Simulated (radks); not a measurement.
Problem. The table gives one normalised radial function P(r) = r R(r) of Ba54+ in [He] (r in bohr). All-electron calculation, scalar-relativistic Kohn-Sham, SCAN, spin-polarised, spherical densities, finite nucleus; meta-GGA in the generalised Kohn-Sham scheme; Fermi nuclear charge, rms radius 4.8378 fm. Program: a radial shooting solver on a logarithmic mesh with Libxc functionals.

r             P
0.001124  1.1372
0.001406  1.3735
0.001759  1.6522
0.0022    1.9777
0.002753  2.3525
0.003472  2.7929
0.004343  3.2635
0.005434  3.7671
0.006798  4.2825
0.008505  4.7763
0.01064   5.2015
0.01331   5.4981
0.01665   5.5990
0.02083   5.4425
0.02607   4.9913
0.03287   4.2257
0.04113   3.2784
0.05145   2.2680
0.06437   1.3595
0.08053   0.6812
0.1007    0.2728

Which n and l does it have? It may be an empty orbital.

Solution. n = 1, l = 0: the number of nodes gives n - l - 1 = 0, the rise at small r (about r^(l+1), flatter next to the nucleus through relativity) gives l, and the extent must fit the shell. The curve is that of 1s. 1s: eigenvalue -43270 eV, 0 radial nodes, <r> = 0.0254 bohr, 90 % of the charge inside 0.0457 bohr.
